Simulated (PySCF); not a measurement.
A run, input to output

The script drives PySCF SCF with an in-house response code with single-precision fitted integrals, so total energies wander by about 1e-6 Eh between cycles (the fitting error itself is about 1e-3 Eh and cancels in differences); atoms count from 0. Pop asks for populations, which are stored and not printed.

Spin-orbit coupling, left out here, shifts light nuclei bound to heavy atoms (carbon on iodine by tens of ppm).

Job and coordinates (Å):

```
{"job": {"kind": "nmr", "basis": {"default": "pcSseg-1", "I": "def2-SVP"}, "pop": false, "xc": "B3LYP"}, "charge": 0, "multiplicity": 1}
Se     0.088339     1.229906     2.033777
B      0.978293     1.575763     0.179694
B      1.549138     0.060749     1.089566
B      0.031883     1.001958    -1.199340
B      0.933381    -1.336015     0.226516
B     -1.489639     0.035536     1.068024
B      0.032439    -0.854708     1.657291
B     -0.887597     1.573149     0.206653
B      1.508271     0.124909    -0.646740
B      0.038672    -0.800138    -1.240077
B     -0.868858    -1.342613     0.223015
B     -1.438190     0.130549    -0.647819
H      1.572157     2.590335     0.204608
H      2.523917     0.069769     1.748343
H      1.543762    -2.338454     0.231536
H      0.027705    -1.430888     2.684166
H     -1.491169     2.582505     0.248549
H      2.500264     0.135622    -1.275415
H     -1.475708    -2.348407     0.226961
H     -2.430706     0.162830    -1.277105
I     -3.300880     0.060950     2.272243
O      0.029690    -1.557735    -2.417827
H     -0.005881    -1.047833    -3.222474
F      0.023177     1.734420    -2.369215
```

Command:

```bash
OMP_NUM_THREADS=1 python large_run.py task.json out
```

Q: What does the program print?

A: 
```
start: PBE on a coarse grid of 93901 points
cycle   1  E = -3146.8849749957  dE = -2.405e+01  |g| = 4.462e+00  |ddm| = 1.607e+01
cycle   2  E = -2999.8216374384  dE =  1.471e+02  |g| = 1.390e+01  |ddm| = 8.811e+01
cycle   3  E = -3150.9555007117  dE = -1.511e+02  |g| = 2.009e+00  |ddm| = 8.748e+01
cycle   4  E = -3149.9871756839  dE =  9.683e-01  |g| = 2.823e+00  |ddm| = 7.689e+00
cycle   5  E = -3152.0579041411  dE = -2.071e+00  |g| = 5.341e-01  |ddm| = 5.238e+00
cycle   6  E = -3152.0576973497  dE =  2.068e-04  |g| = 5.428e-01  |ddm| = 1.644e+00
cycle   7  E = -3152.1180578805  dE = -6.036e-02  |g| = 7.669e-02  |ddm| = 8.546e-01
cycle   8  E = -3152.1195488782  dE = -1.491e-03  |g| = 3.175e-02  |ddm| = 1.914e-01
cycle   9  E = -3152.1197891614  dE = -2.403e-04  |g| = 1.683e-02  |ddm| = 9.344e-02
cycle  10  E = -3152.1198547861  dE = -6.562e-05  |g| = 7.738e-03  |ddm| = 3.822e-02
final grid: 194125 points
cycle  11  E = -3153.1989312169  dE = -4.323e-03  |g| = 1.225e-01  |ddm| = 6.929e-01
cycle  12  E = -3153.1917510089  dE =  7.180e-03  |g| = 2.227e-01  |ddm| = 5.172e-01
cycle  13  E = -3153.2016471833  dE = -9.896e-03  |g| = 1.896e-02  |ddm| = 3.482e-01
cycle  14  E = -3153.2016981584  dE = -5.098e-05  |g| = 5.861e-03  |ddm| = 3.278e-02
cycle  15  E = -3153.2017086574  dE = -1.050e-05  |g| = 2.322e-03  |ddm| = 1.320e-02
cycle  16  E = -3153.2017071820  dE =  1.475e-06  |g| = 5.336e-04  |ddm| = 4.057e-03
cycle  17  E = -3153.2017077701  dE = -5.882e-07  |g| = 1.562e-04  |ddm| = 1.044e-03
cycle  18  E = -3153.2017087746  dE = -1.004e-06  |g| = 3.791e-05  |ddm| = 3.020e-04
converged SCF energy = -3153.2017087746

GIAO shielding tensors (ppm)
atom      isotropic    diamagn.    paramagn.     s11        s22        s33       span
  0 Se    2020.452    3013.525    -993.072   1858.321   2029.835   2173.201    314.881
  1 B      109.464     204.322     -94.859     97.199    104.558    126.635     29.437
  2 B      108.714     201.052     -92.338     92.887    106.996    126.258     33.371
  3 B       87.001     197.947    -110.946     69.802     83.639    107.561     37.759
  4 B      105.315     200.758     -95.443     97.271    100.329    118.345     21.074
  5 B       88.453     197.926    -109.473     58.011     80.806    126.542     68.531
  6 B      114.744     197.980     -83.236    103.030    110.408    130.793     27.763
  7 B      109.126     201.503     -92.377     93.138    106.347    127.893     34.755
  8 B      110.540     204.270     -93.730     94.942    111.736    124.942     29.999
  9 B       63.870     203.844    -139.974     52.506     66.749     72.355     19.848
 10 B      102.486     198.460     -95.974     91.136     96.686    119.636     28.500
 11 B      101.387     203.447    -102.060     88.711     94.701    120.750     32.038
 12 H       29.457      30.893      -1.436     22.345     26.009     40.015     17.669
 13 H       29.724      30.249      -0.525     22.349     25.996     40.827     18.478
 14 H       29.147      28.793       0.354     23.983     24.712     38.746     14.763
 15 H       29.472      29.865      -0.393     23.859     25.399     39.158     15.299
 16 H       29.175      30.694      -1.520     23.865     25.224     38.435     14.571
 17 H       29.319      29.819      -0.500     24.305     25.015     38.638     14.333
 18 H       28.883      28.388       0.495     23.003     26.594     37.052     14.049
 19 H       28.626      29.690      -1.065     23.044     26.884     35.949     12.905
 20 I          nan         nan         nan        nan        nan        nan        nan
 21 O      207.172     374.054    -166.882    146.713    221.918    252.884    106.171
 22 H       28.468      26.875       1.593     20.147     25.984     39.274     19.127
 23 F      358.433     459.583    -101.151    298.389    372.281    404.628    106.239
```

Q: Roughly how long does this take on 1 thread of Arm Neoverse N1 (shared host), and how large is the basis?

A: About 120 s of wall time, peak memory 0.9 GiB; 333 basis functions and 1220 fitting functions.
